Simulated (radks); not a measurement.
Initial-state core-level shifts of neutral selenium when its valence configuration changes from [Ar] 3d10 4s2 4p4. All-electron calculation, Dirac Kohn-Sham, PBE, spin-unpolarised, spherical densities, finite nucleus; open shells fill j = l - 1/2 first; Fermi nuclear charge, rms radius 4.14 fm. Program: a radial shooting solver on a logarithmic mesh with Libxc functionals. Shifts are changes of the shell-averaged eigenvalues in eV (positive: less bound); the change of the density at the nucleus, which sets a Mossbauer isomer shift, is in e/bohr^3, on a base of 3.976e+04.

valence                1s       2s       3s       3p  density at nucleus
3d10 4s1 4p5       -1.722   -1.663   -1.685   -1.677             -27.717
3d9 4s2 4p5       -13.958  -15.522  -12.099  -11.862             +16.183
3d9.5 4s2 4p4.5    -6.870   -7.630   -6.007   -5.888              +7.936
3d9.5 4s1 4p5.5    -8.530   -9.239   -7.631   -7.503             -21.698
3d10 4s0.5 4p5.5   -2.552   -2.465   -2.499   -2.487             -42.134
3d9 4s1 4p6       -15.561  -17.080  -13.666  -13.420             -15.370
3d10 4p6           -3.364   -3.249   -3.297   -3.280             -56.902
